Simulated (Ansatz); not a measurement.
In(H)(vinyl)(NH2) (C₂H₆InN), SMILES [InH]([NH2])[CH]=C.

The structure is a stationary point at r2SCAN-D4/def2-SVP. The structure was generated by enumeration; whether it is a known compound was not checked. The def2 effective core potentials stand for the cores of In; spin–orbit coupling is left out. The values are those of a single conformer.

Two levels are set side by side: PBE/def2-SVPD (Ansatz, a program for electronic structure) and PBE0/def2-SVPD (Ansatz). Energy differences of separate SCF runs at the same geometry; the states with an electron removed or added have multiplicity 2 and 2. Differences are taken from unrounded values.

```tsv
quantity	PBE0	PBE	PBE minus PBE0
vertical ionisation energy (eV)	8.81	8.69	-0.11
vertical singlet–triplet gap (eV)	3.94	3.81	-0.12
```
